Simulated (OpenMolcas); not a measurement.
## 4d4 along the 40-electron sequence

| Quantity | Value |
| --- | --- |
| Program | OpenMolcas |
| Method | RASSCF |
| Basis | ANO-R2 |
| Scalar Hamiltonian | X2C, finite nucleus |
| Spin-orbit coupling | state interaction with AMFI integrals over the reference wave functions, term energies averaged over their components |

Active space for each ion: 10 electrons in 8 orbitals (RAS1 4p, at most 2 holes; RAS2 4d).

Computed levels in cm-1 above 5D0:

```
                               Level   Ru4+   Rh5+   Pd6+   Ag7+
                                 5D1    497    688    984   1274
                                 5D2   1335   1801   2479   3126
                                 5D3   2387   3151   4213   5209
                                 5D4   3576   4640   6063   7383
                              3P0(1)  17739  19268  20505  22158
                              3P1(1)  20248  22532  24739  27279
                                 3H4  21351  23415  25195  27290
                                 3H5  22682  25237  27697  30409
                              3F2(1)  22929  25467  27849  30536
weight of 5D in the lowest level (%)     97     96     94     92
```

Mixed levels, with the weight of the term that names them: Ru4+ 3H4 (73 %), Rh5+ 3H4 (70 %), Pd6+ 3H4 (66 %), Ag7+ 3H4 (64 %).

Measured, with the error of the calculation in %. Measured levels: Ag7+ from Atoms 5, 11 (2017), spectra Ag VII to Ag IX.

```csv
Level,Ag7+
5D1,1340 (-4.9)
5D2,3212 (-2.7)
5D3,5292 (-1.6)
5D4,7443 (-0.8)
3P0(1),21309 (+4.0)
3P1(1),26526 (+2.8)
3H4,23302 (+17.1)
3H5,26250 (+15.8)
```

The fine-structure level 5D4 changes by a factor of 2.06 from Ru4+ to Ag7+. Its fourth root runs 7.73, 8.25, 8.82, 9.27, with steps per unit of Z of 0.52, 0.57, 0.45; equal steps would mean a (Z - σ)^4 law with constant σ.

3P0(1) changes by a factor of 1.25 over the same range, with steps per unit of Z of +1530, +1240, +1650 cm-1.

Without dynamic correlation excited terms often stand tens of per cent too high (terms of higher spin than the ground term too low), and those without a measured partner can miss by more than the paired ones. Active for correlation alone: 4p; no level in the range computed is led by a configuration that opens it, so any true level of that kind is missing. Computed and measured levels are paired by configuration, term and J; levels that our copy of the source lacks, or whose pairing is in doubt (as where it misses far off the trend of its configuration), stay unpaired and out of the deviations. Only configurations of the active space appear.

A number in round brackets counts repeated terms of one configuration in the order of the reference energies.
